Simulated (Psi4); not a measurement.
Pair of molecules, SMILES F with SMILES FC(F)F (the first has 2 atoms); geometry from B3LYP-D3(BJ)/def2-TZVP.
(charge 0, multiplicity 1):
```tsv
atom	x (Å)	y (Å)	z (Å)
F	0.2502	0.2326	-0.1442
H	-0.0247	0.9142	0.4229
F	-0.1762	1.1191	2.4388
C	0.2081	-0.0561	3.0036
F	-0.8318	-0.5392	3.6869
F	1.2019	0.2067	3.8550
H	0.5263	-0.7493	2.2263
```

These are SAPT0/jun-cc-pV(D+d)Z in Psi4 1.11 values and carry that method's errors.

Q: Which attractive term is largest, and how does the interaction split up?

A: electrostatics -20.6, exchange 16.5, induction -4.3, dispersion -3.8, total -12.3 kJ/mol; the largest attraction is electrostatics.
